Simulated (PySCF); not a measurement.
C₂H₈N₂, charge +1, doublet, geometry from GFN2-xTB (a state made from the parent by changing its charge; the spin is typed, not shown lowest). Base run: PySCF with B3LYP/STO-3G.

PySCF was given this input:
```python
from pyscf import gto, scf, dft

mol = gto.Mole()
mol.atom = '''
    N     1.778911    0.550319   -0.017299
    C     0.528591    0.367345    0.525254
    C    -0.528591   -0.367345   -0.525254
    N    -1.778911   -0.550319    0.017299
    H     2.435603   -0.214691   -0.053969
    H     1.954778    1.321030   -0.644121
    H     0.060921    1.322367    0.768963
    H     0.567518   -0.295666    1.390746
    H    -0.060921   -1.322367   -0.768963
    H    -0.567518    0.295666   -1.390746
    H    -2.435603    0.214691    0.053969
    H    -1.954778   -1.321030    0.644121
'''
mol.basis = 'sto-3g'
mol.charge = 1
mol.spin = 1
mol.verbose = 4
mol.build()

mf = dft.UKS(mol)
mf.xc = 'b3lyp'
mf.kernel()
```

The base run was repeated with changes; each row names its change, and settings that it needs were set with it.

```csv
change,ΔE vs base (µEh),grid points,electrons on the grid
base,0.0,134504,33.00000
grids.radi_method = mura_knowles,0.0,129320,33.00001
"grids.atom_grid = (30, 110)",32.9,29568,32.99992
grids.level = 1,-20.0,40376,33.00017
"grids.atom_grid = (50, 194)",-20.4,79200,33.00020
"grids.atom_grid = (150, 974)",2.9,974160,33.00000
grids.level = 0,-5727,9256,32.99934
grids.radi_method = gauss_chebyshev,-0.1,131984,33.00000
grids.level = 2,0.2,87376,33.00000
grids.level = 4,3.3,238632,33.00000
"grids.atom_grid = (75, 302)",0.0,174744,33.00001
```

Open shells are given as the SCF converged; they aren't shown to be the lowest states, and a large step between rows can be another state.
